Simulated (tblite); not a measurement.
C₆H₃O₄ (doublet state).
Numbering: `[O:1]=[CH:2][O:3][c:4]1[cH:5][cH:6][c:7][c:8](=[O:9])[o:10]1` (hydrogens: H11 on C2; H12 on C5; H13 on C6)

The geometry is computed with GFN2-xTB (gas phase). This method treats the open shell by occupation alone, without spin polarisation.

(1) Give the optimised bond lengths and angles.

## Answers

(1) 
| bond | length (bohr) | order |
| --- | --- | --- |
| O1=C2 | 2.237 | double |
| C2–O3 | 2.556 | single |
| O3–C4 | 2.586 | single |
| C4=C5 | 2.560 | double |
| C5–C6 | 2.708 | single |
| C6=C7 | 2.512 | double |
| C7–C8 | 2.686 | single |
| C8=O9 | 2.248 | double |
| C8–O10 | 2.706 | single |
| C4–O10 | 2.498 | single |
| C2–H11 | 2.081 | single |
| C5–H12 | 2.030 | single |
| C6–H13 | 2.040 | single |

Orders are formal, as drawn. A selection of angles:
| angle | degrees |
| --- | --- |
| O1–C2–O3 | 127.1 |
| C2–O3–C4 | 121.2 |
| O3–C4–C5 | 120.3 |
| O3–C4–O10 | 115.2 |
| C5–C4–O10 | 124.4 |
| C4–C5–C6 | 116.0 |
| C5–C6–C7 | 118.5 |
| C6–C7–C8 | 127.3 |
| C7–C8–O9 | 132.4 |
| C7–C8–O10 | 110.2 |
| O9–C8–O10 | 117.3 |
| C4–O10–C8 | 123.5 |

Dihedral angles: O1–C2–O3–C4 -7° (synperiplanar); C2–O3–C4–C5 143° (anticlinal); O3–C4–C5–C6 177° (antiperiplanar); C4–C5–C6–C7 0° (synperiplanar); C5–C6–C7–C8 0° (synperiplanar); C6–C7–C8–O9 -179° (antiperiplanar); C7–C8–O10–C4 0° (synperiplanar); O3–C4–O10–C8 -177° (antiperiplanar). The mirror-image conformer, all signs reversed, is as good.

Of the pairs four or more bonds apart, O1···O10 is among the closest relative to their van der Waals radii: 2.72 Å, 89 % of the sum of Bondi's values. C8 (carbon bonded to C and 2 O) is planar (angles 132.4°, 117.3° and 110.2°, sum 360.0°, 0.00 Å off the plane of its three neighbours). C6 (carbon bonded to 2 C and H) is planar (angles 122.5°, 119.0° and 118.5°, sum 360.0°, 0.00 Å off the plane of its three neighbours). The 6 C–O bonds span 1.184 Å (O1=C2, drawn double) to 1.432 Å (C8–O10, drawn single), a spread of 0.248 Å. C5 (carbon bonded to 2 C and H) is planar (angles 122.3°, 121.6° and 116.0°, sum 360.0°, 0.00 Å off the plane of its three neighbours). C4 (carbon bonded to C and 2 O) is planar (angles 124.4°, 120.3° and 115.2°, sum 359.9°, 0.02 Å off the plane of its three neighbours). C2 (carbon bonded to 2 O and H) is planar (angles 127.1°, 126.2° and 106.7°, sum 360.0°, 0.01 Å off the plane of its three neighbours).

Point group: C1 (no symmetry element, even within 0.4 Å). Its GFN2-xTB frequencies are all real (lowest 34 cm⁻¹). 3 starts were optimised and ended at 0.00, 0.76 and 0.77 kcal/mol (GFN2-xTB); the lowest of these is shown.
